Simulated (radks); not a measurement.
Values are calculated unless marked as measured or tabulated.
Ionisation of neutral promethium, [Xe] 4f5 6s2, to Pm+, [Xe] 4f5 6s1, under several functionals. Dirac Kohn-Sham, spin-unpolarised, spherical densities, finite nucleus; open shells fill j = l - 1/2 first; a radial shooting solver on a logarithmic mesh with Libxc functionals.

functional                               E(Pm) (hartree)  Exc (hartree)  IE (eV)  -e(HOMO) (eV)  <r> HOMO (bohr)  IE error (eV)
PBE                                          -10026.5810      -229.6804    5.868          2.244            1.064         +0.286
XLYP                                         -10028.0842      -231.1928    5.822          2.034            1.066         +0.240
LDA (Slater exchange, VWN5 correlation)      -10019.5485      -222.5787    6.061          2.442            1.061         +0.480
revPBE                                       -10026.8615      -229.9647    5.789          2.222            1.063         +0.208
Wu-Cohen GGA                                 -10025.6690      -228.7629    5.869          2.269            1.063         +0.287
exchange-only LDA                            -10013.5348      -216.4787    5.227          1.182            1.076         -0.355
BLYP                                         -10027.3670      -230.4680    5.804          2.015            1.066         +0.223
exchange-only PBE                            -10023.2063      -226.2495    5.319          1.258            1.076         -0.262
BP86                                         -10028.0831      -231.1982    6.036          2.353            1.064         +0.454
SOGGA                                        -10022.5191      -225.5749    5.780          2.202            1.063         +0.199

NIST Atomic Spectra Database: 5.582 eV (measured). Closest: SOGGA. The Delta-SCF values span 0.83 eV, the total energies 14.55 hartree. The highest occupied level is 4f5/2. Spin polarisation and multiplet splitting are left out, so open shells lie too high by an amount that depends on their filling.

Beside tabulated values, note that spin-unpolarised runs miss the spin-polarisation part of the exchange energy of open shells.
